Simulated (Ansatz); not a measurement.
Program: Ansatz. Geometries: PBE0-D4/def2-TZVP. ΔE: electronic, gas phase. CCSD(T)/CBS adds triple-zeta CCSD(T) − MP2 to the extrapolated MP2 energy (def2 sets, frozen cores). Functionals use def2-TZVPP. B3LYP here is the variant with VWN-RPA as its local correlation; programs differ in this. Each species was taken in one conformer, which may not be the lowest.

Reaction (formal exchange of groups at the Al–Si bond): `CN[SiH2][AlH2]` + `CC1=CC1` → `CC1=[C]([AlH2])C1` + `CN[SiH3]`

```tsv
level	ΔE (kJ/mol)	difference from CCSD(T)/CBS
PBE0-D4	-46.6	11.1
ωB97X-V	-55.3	2.4
B2PLYP	-63.0	-5.3
r2SCAN	-57.2	0.5
PBE0	-46.6	11.1
B3LYP	-58.5	-0.8
SCS-MP2/def2-TZVPP	-68.4	-10.7
SCS-MP2/def2-QZVPP	-68.1	-10.4
HF/CBS(def2)	-68.3	-10.6
CCSD/CBS(def2)	-57.4	0.3
CCSD(T)/CBS	-57.7	0
```

Largest T1 diagnostic among the species: 0.011.

From PBE to PBE0 (25 % exact exchange), in def2-TZVPP and without D4, ΔE moves by −3.4 kJ/mol.
